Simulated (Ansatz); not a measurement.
Born–Oppenheimer molecular dynamics of C3H9ClSi (14 atoms, charge 0, multiplicity 1). It starts from a relaxed structure.

All numbers below come from RKS PBE0/STO-3G in Ansatz.

| Item | Value |
| --- | --- |
| ensemble | NVT, Langevin thermostat |
| time step | 0.5 fs |
| steps asked | 250 |
| set temperature | 2000 K |
| friction | 0.005 /fs |
| temperature schedule | 62 steps to 2000 K, then 188 steps to 500 K |
| seed | 119967 |

First frame:

```xyz
14
Properties=species:S:1:pos:R:3
Si 0.007 -0.039 -0.061
Cl 0.040 -0.243 2.039
C 1.780 0.047 -0.637
H 2.330 -0.858 -0.362
H 1.821 0.148 -1.727
H 2.298 0.904 -0.199
C -0.918 1.535 -0.451
H -1.945 1.494 -0.076
H -0.429 2.404 -0.002
H -0.960 1.692 -1.534
C -0.867 -1.537 -0.749
H -1.889 -1.611 -0.365
H -0.920 -1.478 -1.842
H -0.340 -2.459 -0.486
```

Q: What does the run give?

A: The run went to its last step.

* steps done: 250
* time covered: 125 fs
* mean temperature over the second half: 1263 K
* spread of the potential energy over the second half: 15.7 meV per atom
* mean potential energy of the second half above the start: 131.5 meV per atom

The schedule's set-point averaged 999 K over the second half and the system 1263 K, so it lags behind the ramp. A run of 0.12 ps of so small a system gives no equilibrium averages. Limits of this set-up: minimal basis.

Q: What happens to the structure?

A: The same pairs are bonded in the first frame and the last. Pairs count as bonded within 1.25 times the sum of covalent radii (0.12 Å more for H–H). Another seed would give other details.

Q: How do temperature and energy run in time?

A: 
```csv
time (fs),T (K),potential energy less start (eV)
0,1857,0.000
10,1179,0.788
20,1373,0.744
30,1303,1.197
40,1342,1.382
50,1462,1.491
60,1611,1.589
70,1260,1.687
80,1125,1.878
90,1270,1.573
100,1352,1.883
110,1532,1.511
120,1490,1.523
```

Time of the run: 13 min on 1 thread of Arm Neoverse V1, on a shared host, peak memory 0.11 GiB.
